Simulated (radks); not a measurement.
Results of a calculation; reference values are marked as such.
Effect of the nuclear size on neutral manganese, [Ar] 3d5 4s2. Code: a radial shooting solver on a logarithmic mesh with Libxc functionals. Model: Dirac Kohn-Sham, relativistic LDA (MacDonald-Vosko exchange, VWN5 correlation), spin-unpolarised, spherical densities, finite nucleus; open shells fill j = l - 1/2 first; Fermi nuclear charge, rms radius 3.7057 fm. The rms radius is varied about that value; shifts are against it.

[
 {"rms radius (fm)": "2.9942", "total energy shift (eV)": "-0.0315", "density at nucleus (e/bohr^3)": "1.315e+04", "1s1/2 shift (meV)": "-13.3", "2s1/2 shift (meV)": "-1.18", "3s1/2 shift (meV)": "-0.163"},
 {"rms radius (fm)": "3.3537", "total energy shift (eV)": "-0.0164", "density at nucleus (e/bohr^3)": "1.31e+04", "1s1/2 shift (meV)": "-6.92", "2s1/2 shift (meV)": "-0.612", "3s1/2 shift (meV)": "-0.085"},
 {"rms radius (fm)": "3.7057", "total energy shift (eV)": "0", "density at nucleus (e/bohr^3)": "1.304e+04", "1s1/2 shift (meV)": "0.000", "2s1/2 shift (meV)": "0.000", "3s1/2 shift (meV)": "0.000"},
 {"rms radius (fm)": "3.9169", "total energy shift (eV)": "0.0106", "density at nucleus (e/bohr^3)": "1.302e+04", "1s1/2 shift (meV)": "4.47", "2s1/2 shift (meV)": "0.395", "3s1/2 shift (meV)": "0.055"},
 {"rms radius (fm)": "4.3023", "total energy shift (eV)": "0.0314", "density at nucleus (e/bohr^3)": "1.297e+04", "1s1/2 shift (meV)": "13.2", "2s1/2 shift (meV)": "1.17", "3s1/2 shift (meV)": "0.162"}
]

Slopes of the eigenvalues against <r^2> in GHz/fm^2, as finite differences over the two radii next to the reference (eigenvalue slopes, not the field-shift constants of lines): 1s1/2 673, 2s1/2 59.5, 3s1/2 8.25.
